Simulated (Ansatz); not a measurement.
A structure relaxed at PBE-D4/def2-SVP in Ansatz, charge 0, singlet:

Cartesian coordinates in Å:
```
B -0.958 -0.717 0.790
B 0.273 0.518 0.567
B -0.273 -0.518 -0.567
B 0.958 0.717 -0.790
F 1.664 1.058 -1.846
F -1.664 -1.058 1.846
```

**Question.** Give its formula and point group.

**Answer.** B4F2. Point group C2h (tolerance 0.1 Å).

**Question.** Summarise the bond lengths by kind (pairs closer than 1.2 times the sum of covalent radii, bridged metal pairs left out).

**Answer.** 5 × B–B 1.53 to 1.76 Å; 2 × B–F 1.31 Å.

The restricted singlet is unstable towards broken spin symmetry in Hartree–Fock (as tested in another run); at PBE-D4/def2-SVP this wasn't settled. The structure comes from a short search, and lower isomers may exist.
